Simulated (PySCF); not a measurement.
# Electron correlation in P (phosphorus, neutral)

[Ne] 3s2 3p3, high-spin 4S determinant. All numbers are calculated (PySCF 2.14, the spin-free X2C one-electron Hamiltonian (Gaussian nucleus), in aug-cc-pCVTZ-DK (8s7p5d3f, 75 functions)). Frozen: [Ne]; 5 electrons correlated.

```json
{"level": "CCSD", "correlation energy (mhartree)": "-102.60"}
{"level": "(T)", "correlation energy (mhartree)": "-4.08"}
{"level": "CCSD(T)", "correlation energy (mhartree)": "-106.68"}
```

Diagnostics: T1 = 0.0046, D1 = 0.0095, largest double amplitude 0.038.

Cost of the coupled-cluster step: about 25 core-seconds, for 5 correlated electrons.

Iterations:

```
CC2 = 0
CCSD nocc = (np.int64(4), np.int64(1)), nmo = (70, 70)
frozen orbitals [[0, 1, 2, 3, 4], [0, 1, 2, 3, 4]]
max_cycle = 100
direct = 0
conv_tol = 1e-08
conv_tol_normt = 1e-06
diis_space = 8
diis_start_cycle = 0
Init t2, MP2 energy = -0.0850731384092401
Init E_corr(UCCSD) = -0.0850731384201109
cycle = 1  E_corr(UCCSD) = -0.0986583348557989  dE = -0.0135851964  norm(t1,t2) = 0.0432658
cycle = 2  E_corr(UCCSD) = -0.101454637769824  dE = -0.00279630291  norm(t1,t2) = 0.0126416
cycle = 3  E_corr(UCCSD) = -0.10262137868753  dE = -0.00116674092  norm(t1,t2) = 0.00474152
cycle = 4  E_corr(UCCSD) = -0.102603702771489  dE = 1.7675916e-05  norm(t1,t2) = 0.000767948
cycle = 5  E_corr(UCCSD) = -0.102603203655705  dE = 4.99115784e-07  norm(t1,t2) = 0.000102731
cycle = 6  E_corr(UCCSD) = -0.102602832319063  dE = 3.71336642e-07  norm(t1,t2) = 2.49139e-05
cycle = 7  E_corr(UCCSD) = -0.102603113107409  dE = -2.80788347e-07  norm(t1,t2) = 7.05485e-06
cycle = 8  E_corr(UCCSD) = -0.102603066531933  dE = 4.65754761e-08  norm(t1,t2) = 1.75615e-06
cycle = 9  E_corr(UCCSD) = -0.102603054373679  dE = 1.21582543e-08  norm(t1,t2) = 3.20481e-07
cycle = 10  E_corr(UCCSD) = -0.102603059346753  dE = -4.97307387e-09  norm(t1,t2) = 4.42865e-08
UCCSD converged
E(UCCSD) = -341.6342914744033  E_corr = -0.1026030593467529
UCCSD(T) correction = -0.00408356770108984
```
